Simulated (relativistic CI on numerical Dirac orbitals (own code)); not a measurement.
# Ligand-field terms of d3

Computed with a parametric ligand-field model of a d^n configuration (Racah B and C, spin-orbit zeta, crystal field), exact diagonalisation.

Field parameters in Wybourne normalisation: Td as Oh with Dq negative (B⁴₀ = 21Dq, B⁴₄ = √(5/14) B⁴₀). The field is a parameter set, without covalency.

B = 970 cm⁻¹, C = 3970 cm⁻¹ (C/B = 4.09), Td, no spin-orbit coupling. Tanabe-Sugano data, E/B above the lowest term (Δ = |10Dq|; b, c mark the second and third term of a kind):

| Δ/B | 4T1 | 4T2 | 4A2 | 4T1(b) | 2E | 2T1 | 2T2 |
| --- | --- | --- | --- | --- | --- | --- | --- |
| 1.0 | 0.00 | 0.81 | 1.81 | 15.62 | 16.59 | 16.86 | 16.66 |
| 1.9 | 0.00 | 1.55 | 3.45 | 16.21 | 16.39 | 17.20 | 16.95 |
| 2.8 | 0.00 | 2.32 | 5.12 | 16.83 | 15.89 | 17.41 | 17.20 |
| 3.7 | 0.00 | 3.09 | 6.79 | 17.47 | 15.24 | 17.54 | 17.39 |
| 4.6 | 0.00 | 3.87 | 8.46 | 18.14 | 14.51 | 17.60 | 17.54 |
| 5.5 | 0.00 | 4.67 | 10.17 | 18.83 | 13.72 | 17.63 | 17.67 |
| 6.4 | 0.00 | 5.46 | 11.87 | 19.52 | 12.91 | 17.64 | 17.76 |
| 7.3 | 0.00 | 6.27 | 13.57 | 20.24 | 12.08 | 17.63 | 17.83 |
| 8.2 | 0.00 | 7.08 | 15.28 | 20.97 | 11.24 | 17.61 | 17.88 |
| 9.1 | 0.00 | 7.91 | 17.01 | 21.72 | 10.38 | 17.58 | 17.92 |
| 10.0 | 0.00 | 8.74 | 18.74 | 22.47 | 9.52 | 17.56 | 17.95 |
| 10.9 | 0.00 | 9.57 | 20.46 | 23.24 | 8.66 | 17.53 | 17.97 |
| 11.8 | 0.00 | 10.41 | 22.21 | 24.02 | 7.78 | 17.50 | 17.98 |
| 12.7 | 0.00 | 11.25 | 23.95 | 24.80 | 6.91 | 17.47 | 17.99 |
| 13.6 | 0.00 | 12.09 | 25.69 | 25.59 | 6.03 | 17.43 | 17.99 |
| 14.5 | 0.00 | 12.94 | 27.43 | 26.38 | 5.16 | 17.41 | 18.00 |
| 15.4 | 0.00 | 13.80 | 29.20 | 27.19 | 4.27 | 17.38 | 18.00 |
| 16.3 | 0.00 | 14.65 | 30.95 | 28.00 | 3.39 | 17.35 | 17.99 |
| 17.2 | 0.00 | 15.50 | 32.70 | 28.81 | 2.51 | 17.32 | 17.99 |
| 18.1 | 0.00 | 16.37 | 34.48 | 29.64 | 1.62 | 17.29 | 17.99 |
| 19.0 | 0.00 | 17.23 | 36.23 | 30.46 | 0.74 | 17.27 | 17.98 |
| 19.9 | 0.14 | 18.23 | 38.13 | 31.43 | 0.00 | 17.39 | 18.12 |
| 20.8 | 1.03 | 20.00 | 40.81 | 33.16 | 0.00 | 18.26 | 19.01 |
| 21.7 | 1.92 | 21.75 | 43.45 | 34.88 | 0.00 | 19.12 | 19.88 |

The ground term changes from 4T1 to 2E between Δ/B = 19.0 and 19.9.
